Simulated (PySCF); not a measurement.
From one molecule to another.

First species: C5H8FP.
InChI=1S/C5H8FP/c1-4-5(6)2-3-7-4/h7H,2-3H2,1H3

Second species: C4H11PSi.
Structure used (GFN2-xTB), in Å, numbered top down from 1:
```xyz
17
C4H11PSi angstrom
C      2.6319    0.0790   -0.1046
C      1.8279   -0.5161    0.7582
C      0.4897   -1.0650    0.4158
P     -0.8513   -0.0376    1.2322
C     -2.3097   -0.8338    0.4110
Si    -0.7033    1.8076   -0.0298
H      2.3674    0.1860   -1.1445
H      3.5879    0.4781    0.1883
H      2.1111   -0.6068    1.7990
H      0.3324   -1.0882   -0.6661
H      0.3820   -2.0807    0.8110
H     -2.1739   -0.9122   -0.6666
H     -2.4556   -1.8289    0.8297
H     -3.1931   -0.2354    0.6239
H     -1.8731    2.6295    0.2815
H     -0.7067    1.5302   -1.4726
H      0.5294    2.5064    0.3215
```

Levels: B3LYP/def2-SVPD for HOMO energy, LUMO energy, HOMO–LUMO gap and static isotropic polarisability; TDDFT B3LYP/def2-SVPD for lowest singlet excitation; TDA B3LYP/def2-SVPD for lowest triplet excitation (Tamm–Dancoff). Geometries: GFN2-xTB. Each species is one conformer at its optimised geometry, gas phase, non-relativistic unless stated. Electronic properties by PySCF.

The conformers computed, where there is a choice (atom-mapped SMILES and torsion angles):
- `[CH2:1]=[CH:2][CH2:3][P:4]([CH3:5])[SiH3:6]`: C1–C2–C3–P4 -111°, C2–C3–P4–C5 172°

The conformers of `CC1=C(F)CCP1` aren't listed.

Values for the first species:

```
HOMO energy                              : -6.44 eV
LUMO energy                              : -0.07 eV
HOMO–LUMO gap                            : 6.37 eV
Lowest singlet excitation                : 5.53 eV
Lowest triplet excitation (Tamm–Dancoff) : 4.18 eV
Static isotropic polarisability          : 83.0 au
```

Problem. Estimate the same properties for the second species, and the change in each.

Solution. 
| property | first | second | second less first |
| --- | --- | --- | --- |
| HOMO energy | -6.44 eV | -6.41 eV | +0.03 eV |
| LUMO energy | -0.07 eV | -0.24 eV | -0.17 eV |
| HOMO–LUMO gap | 6.37 eV | 6.17 eV | -0.20 eV |
| lowest singlet excitation | 5.53 eV | 5.33 eV | -0.20 eV |
| lowest triplet excitation (Tamm–Dancoff) | 4.18 eV | 4.38 eV | +0.20 eV |
| static isotropic polarisability | 83.0 au | 105.4 au | +22.4 au |

On the first: The vertical singlet–triplet gap S1 − T1 is 1.35 eV (TDDFT singlet less Tamm–Dancoff triplet; S1: HOMO→LUMO+1, weight 0.97; T1: HOMO→LUMO, weight 0.71). S1 lies 0.84 eV below the HOMO–LUMO gap; its leading configuration is HOMO→LUMO+1, weight 0.97.

On the second: The vertical singlet–triplet gap S1 − T1 is 0.95 eV (TDDFT singlet less Tamm–Dancoff triplet; S1: HOMO→LUMO, weight 0.97; T1: HOMO−1→LUMO, weight 0.76). The principal polarisabilities are 88.1, 106.5 and 121.7 au; their mean is the isotropic value.
